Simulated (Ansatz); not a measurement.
Computed with Ansatz on PBE0-D4/def2-TZVP structures; ΔE is electronic, products minus reactants. CCSD(T)/CBS adds triple-zeta CCSD(T) − MP2 to the extrapolated MP2 energy (def2 sets, frozen cores). This one scheme is used for every species. DFT in def2-TZVPP. B3LYP here is the variant with VWN-RPA as its local correlation; programs differ in this. HSE06 is defined as in plane-wave codes. One conformer a species, not always the lowest.

`COB(C)F` + H₂ → `CBOC` + H–F  (hydrogenolysis of a B–F bond)

```tsv
level	ΔE (kcal/mol)	difference from CCSD(T)/CBS
PBE-D4	29.4	0.6
revPBE-D4	29.4	0.6
BLYP-D4	30.7	1.9
r2SCAN-D4	32.0	3.2
B97M-V	32.0	3.2
PBE0-D4	29.2	0.4
B3LYP-D4	30.5	1.7
r2SCANh-D4	31.7	2.9
r2SCAN0-D4	31.3	2.5
HSE06-D4	29.1	0.3
BHLYP-D4	30.7	1.9
CAM-B3LYP-D4	31.0	2.2
ωB97X-V	30.3	1.5
ωB97M-V	30.7	1.9
B2PLYP	29.9	1.1
PBE-QIDH	29.3	0.5
PBE	28.8	0.0
revPBE	27.8	-1.0
r2SCAN	31.9	3.1
PBE0	28.7	-0.1
B3LYP	29.6	0.8
r2SCANh	31.6	2.8
r2SCAN0	31.1	2.3
HSE06	28.7	-0.1
BHLYP	30.1	1.3
CAM-B3LYP	30.5	1.7
LC-ωPBE	29.3	0.5
RPA@PBE/def2-TZVPP	28.8	0.0
HF/def2-SVP	31.7	2.9
MP2/def2-SVP	33.6	4.8
CCSD/def2-SVP	32.3	3.5
CCSD(T)/def2-SVP	32.8	4.0
HF/def2-TZVPP	29.9	1.1
SCS-MP2/def2-TZVPP	29.3	0.5
CCSD(T)/def2-TZVPP	29.4	0.6
HF/def2-QZVPP	29.8	1.0
MP2/def2-QZVPP	29.2	0.4
SCS-MP2/def2-QZVPP	29.0	0.2
HF/CBS(def2)	29.8	1.0
MP2/CBS(def2)	29.0	0.2
CCSD(T)/CBS	28.8	0
```

Largest T1 diagnostic among the species: 0.012.

The D4 term adds +0.9 kcal/mol with B3LYP and +0.5 kcal/mol with PBE0; it sums over pairs of atoms, weighted by their polarisabilities, and B3LYP, whose exchange is more repulsive, gets the larger term. From r2SCAN to r2SCAN0 (25 % exact exchange), in def2-TZVPP and without D4, ΔE moves by −0.8 kcal/mol. Leaving LDA and LC-ωPBE aside and taking each functional with its dispersion term where it has one, the values spread over 2.9 kcal/mol, from HSE06-D4 to r2SCAN-D4. LDA lies +2.2 kcal/mol from PBE without D4.
